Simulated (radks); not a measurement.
Re I, 75 electrons, occupied as [Xe] 4f14 5d5 6s2.

All-electron calculation, scalar-relativistic Kohn-Sham, SCAN, spin-polarised, spherical densities, finite nucleus; open shells are filled with parallel spins first (spin-orbit coupling, left out, can overturn this in heavy ions); meta-GGA in the generalised Kohn-Sham scheme; Fermi nuclear charge, rms radius 5.3698 fm. Program: a radial shooting solver on a logarithmic mesh with Libxc functionals.

Energy parts (eV):
| part | energy |
|---|---|
| total | -454215.14 |
| kinetic | 501784.59 |
| electron-nucleus | -1124240.34 |
| Hartree | 177271.81 |
| exchange-correlation | -9031.20 |

Orbitals (lengths in bohr, moments of r in powers of bohr; r(max) is where P^2 peaks):
| orbital | occ. | eigenvalue (eV) | r(max) | <r^4> |
|---|---|---|---|---|
| 1s up | 1 | -71727.97 | 0.01124 | 5.464e-07 |
| 1s down | 1 | -71727.97 | 0.01124 | 5.464e-07 |
| 2s up | 1 | -12462.88 | 0.06447 | 0.00008164 |
| 2s down | 1 | -12462.70 | 0.06447 | 0.00008164 |
| 2p up | 3 | -10873.35 | 0.05303 | 0.00006459 |
| 2p down | 3 | -10873.18 | 0.05303 | 0.00006459 |
| 3s up | 1 | -2896.931 | 0.1817 | 0.002982 |
| 3s down | 1 | -2896.880 | 0.1817 | 0.002982 |
| 3p up | 3 | -2425.309 | 0.1802 | 0.003229 |
| 3p down | 3 | -2425.241 | 0.1802 | 0.003229 |
| 3d up | 5 | -1889.647 | 0.1471 | 0.002503 |
| 3d down | 5 | -1889.496 | 0.1471 | 0.002503 |
| 4s up | 1 | -610.0430 | 0.4128 | 0.06934 |
| 4s down | 1 | -609.7252 | 0.4129 | 0.06928 |
| 4p up | 3 | -454.6251 | 0.4329 | 0.09248 |
| 4p down | 3 | -454.3187 | 0.4330 | 0.09225 |
| 4d up | 5 | -258.9536 | 0.4433 | 0.1351 |
| 4d down | 5 | -258.5853 | 0.4434 | 0.1342 |
| 5s up | 1 | -87.7180 | 0.9375 | 2.170 |
| 5s down | 1 | -84.7621 | 0.9322 | 2.103 |
| 5p up | 3 | -49.1926 | 1.066 | 4.239 |
| 5p down | 3 | -45.7087 | 1.057 | 4.174 |
| 4f up | 7 | -42.7809 | 0.4175 | 0.4151 |
| 4f down | 7 | -42.1853 | 0.4173 | 0.3885 |
| 6s up | 1 | -6.8891 | 2.543 | 161.2 |
| 5d up | 5 | -6.6447 | 1.411 | 37.35 |
| 6s down | 1 | -5.1332 | 2.693 | 253.8 |

The highest occupied level is 6s down at -5.133 eV. For comparison, the ionisation energy in NIST's Atomic Spectra Database is 7.834 eV (measured). In exact Kohn-Sham theory the highest level is minus the ionisation energy, but local and semilocal functionals leave it too shallow, through self-interaction and a potential that decays too fast; potentials with the right tail come closer. Spin moment in Bohr magnetons: 5. The electron density at the nucleus is 1.648e+06 e/bohr^3 (large components only). Summed over all electrons, <r^2> = 67.85 bohr^2, which gives a Langevin (diamagnetic) susceptibility term of -53.7 x 10^-6 cm^3/mol.

Empty levels of this run are not shown, since the potential may be unsettled where no density lies.
